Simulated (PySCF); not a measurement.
# Ionisation energy of As by level of theory

As [Ar] 3d10 4s2 4p3 (4S) → As⁺ [Ar] 3d10 4s2 4p2 (3P), as a difference of total energies. Computed with PySCF 2.14 in aug-cc-pVDZ-DK (6s5p3d, 36 functions), with the spin-free X2C one-electron Hamiltonian (Gaussian nucleus). Correlated levels: valence: [Ar] 3d10 frozen. The calculations carry no spin-orbit coupling.

```json
{"method": "UHF", "ionisation energy (eV)": "9.435"}
{"method": "B3LYP", "ionisation energy (eV)": "9.853"}
{"method": "MP2 (valence)", "ionisation energy (eV)": "9.810"}
{"method": "CCSD (valence)", "ionisation energy (eV)": "9.768"}
{"method": "CCSD(T) (valence)", "ionisation energy (eV)": "9.779"}
```

Task: Estimate what SCS-MP2 (valence) gives.

Result: 9.678 eV, closest to CCSD (valence) among the rows shown.

Task: Estimate what LDA gives.

Result: 10.042 eV, closest to B3LYP among the rows shown.

Errors of the correlated levels include the incompleteness of this basis and the frozen core.

For comparison: 10.008 eV (measured; NIST levels, between the centres of gravity of the two terms).
